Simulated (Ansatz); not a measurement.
CH8AlFSi2 can be A, `F[CH]([AlH2])[SiH2][SiH3]`, or B, `F[CH]([SiH3])[AlH][SiH3]`.

Program: Ansatz. Geometries: PBE0-D4/def2-TZVP. ΔE: electronic, gas phase. CCSD(T)/CBS is the MP2 limit (def2-TZVPP, def2-QZVPP) plus CCSD(T) − MP2 in def2-TZVPP, frozen cores. Functionals use def2-TZVPP. B3LYP here is the variant with VWN-RPA as its local correlation; programs differ in this. One conformer a species, not always the lowest.

Q: Which is lower in electronic energy at CCSD(T)/CBS, and by how much? (Best estimate.)

A: Ansatz gave: B, by 6.4 kJ/mol.

Q: Give E(B) − E(A) in kJ/mol with PBE-D4, PBE0-D4, B2PLYP, B3LYP-D4, ωB97M-V, CCSD/def2-TZVPP, CCSD(T)/def2-TZVPP. (An estimate is asked.)

A: The calculation gave: PBE-D4 -6.5, PBE0-D4 -6.5, B2PLYP -7.1, B3LYP-D4 -5.1, ωB97M-V -4.3, CCSD/def2-TZVPP -8.2, CCSD(T)/def2-TZVPP -7.7. None reverses the order clearly.

Largest T1 diagnostic: 0.013.

The D4 term adds +3.0 kJ/mol with B3LYP and +1.5 kJ/mol with PBE0; it sums over pairs of atoms, weighted by their polarisabilities, and B3LYP, whose exchange is more repulsive, gets the larger term.
